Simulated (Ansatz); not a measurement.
Geometry optimisation, DFT PBEsol, scalar-relativistic, plane waves, PAW (Ansatz).

The input (input.yaml):

```yaml
crystal:
  lattice:
    - [5.048742, 0.0, 0.0]
    - [2.524371, 4.372339, 0.0]
    - [0.0, 0.0, 15.776426]
  atoms:
    - { symbol: H, position: [0.1666667, 0.1666667, 0.0633857] }
    - { symbol: H, position: [0.6666667, 0.1666667, 0.0633857] }
    - { symbol: H, position: [0.1666667, 0.6666667, 0.0633857] }
    - { symbol: H, position: [0.6666667, 0.6666667, 0.0633857] }
    - { symbol: C, position: [0.1666667, 0.1666667, 0.13311] }
    - { symbol: C, position: [0.6666667, 0.1666667, 0.13311] }
    - { symbol: C, position: [0.1666667, 0.6666667, 0.13311] }
    - { symbol: C, position: [0.6666667, 0.6666667, 0.13311] }
    - { symbol: C, position: [-0.1666667, 0.3333333, 0.1657717] }
    - { symbol: C, position: [0.3333333, 0.3333333, 0.1657717] }
    - { symbol: C, position: [-0.1666667, 0.8333333, 0.1657717] }
    - { symbol: C, position: [0.3333333, 0.8333333, 0.1657717] }
    - { symbol: C, position: [-0.1666667, 0.3333333, 0.2637569] }
    - { symbol: C, position: [0.3333333, 0.3333333, 0.2637569] }
    - { symbol: C, position: [-0.1666667, 0.8333333, 0.2637569] }
    - { symbol: C, position: [0.3333333, 0.8333333, 0.2637569] }
    - { symbol: C, position: [0.0, 0.0, 0.2964186] }
    - { symbol: C, position: [0.5, 0.0, 0.2964186] }
    - { symbol: C, position: [0.0, 0.5, 0.2964186] }
    - { symbol: C, position: [0.5, 0.5, 0.2964186] }
    - { symbol: H, position: [0.0, 0.5, 0.3661429] }
    - { symbol: H, position: [0.5, 0.5, 0.3661429] }
    - { symbol: B, position: [0.1606794, 0.167186, 0.3464933] }
    - { symbol: H, position: [0.1774645, -0.0764601, 0.3578076] }
    - { symbol: H, position: [0.3875336, 0.1839742, 0.3578076] }
    - { symbol: H, position: [-0.0829598, 0.394044, 0.3578076] }
basis:
  ecutwfc: 420.0
kpoints:
  mp_grid: { grid: [3, 3, 1] }
hamiltonian:
  xc: pbesol
  pseudopotentials: { kind: paw, azcp: { folder: soft_1 } }
scf:
  occupations: { method: fermi_dirac, width: 0.05 }
  lower_state_search: "off"
relax:
  f_tol: 0.03
  max_steps: 60
  adjacent_minimum: "off"
  constraints: [{ sites: [0, 1, 2, 3, 4, 5, 6, 7, 8, 9, 10, 11] }]
```

Launched with:

```bash
$ ansatz run input.yaml --threads 1 --pin off --max-ram 3072MiB --backend cpu --events-out ev --progress --plain --runs-dir out
```

Question: Where does it end, and by what steps?

Answer: It converged. The force dipped under the threshold on the way, but the program's further checks kept it going. Limits of this set-up: coarse k mesh, thin slab, slab without dipole correction, PAW files made for another functional. After 19 steps the energy has fallen by 19.063 eV; B23 moved furthest, 1.64 Å. The start is strongly strained (largest force component 8 eV/Å), so its close contacts needn't be bonds. Parted: C18–B23 (1.68 → 3.01 Å), C19–B23 (1.66 → 3.00 Å), B23–H25 (1.20 → 2.58 Å).

```tsv
step	energy less start (eV)	largest force component (eV/Å)	accepted
0	0.0000	8.372	yes
1	-5.5877	7.089	yes
2	-9.5210	5.288	yes
3	-12.2272	3.320	yes
4	-13.9245	3.492	yes
5	-15.4275	3.399	yes
6	-16.6911	3.372	yes
7	-17.7544	2.803	yes
8	-18.5168	1.879	yes
9	-18.8988	0.635	yes
10	-19.0307	0.270	yes
11	-19.0580	0.172	yes
12	-19.0562	0.319	no
13	-19.0591	0.194	yes
14	-19.0615	0.032	yes
15	-19.0622	0.017	yes
16	-19.0625	0.038	yes
17	-19.0626	0.035	yes
18	-19.0627	0.022	yes
19	-19.0627	0.022	yes
```

```xyz
26
Lattice="5.0487 0.0000 0.0000 2.5244 4.3723 0.0000 0.0000 0.0000 15.7764" Properties=species:S:1:pos:R:3
H 1.262 0.729 1.000
H 3.787 0.729 1.000
H 2.524 2.915 1.000
H 5.049 2.915 1.000
C 1.262 0.729 2.100
C 3.787 0.729 2.100
C 2.524 2.915 2.100
C 5.049 2.915 2.100
C 0.000 1.457 2.615
C 2.524 1.457 2.615
C 1.262 3.644 2.615
C 3.787 3.644 2.615
C 0.000 1.460 4.149
C 2.524 1.459 4.154
C 1.263 3.642 4.163
C 3.786 3.642 4.162
C 0.001 0.015 4.695
C 2.524 0.000 4.637
C 1.259 2.185 4.633
C 3.789 2.185 4.633
H 1.250 2.170 5.741
H 3.798 2.171 5.740
B 0.000 0.014 6.275
H 0.015 -1.006 6.918
H 2.523 0.006 5.759
H -0.012 1.031 6.926
```

Whether the end is a true minimum wasn't checked by a vibrational analysis.

Run time: 2 min on 1 thread of Arm Neoverse V2, with other jobs on the host, peak memory 0.49 GiB.
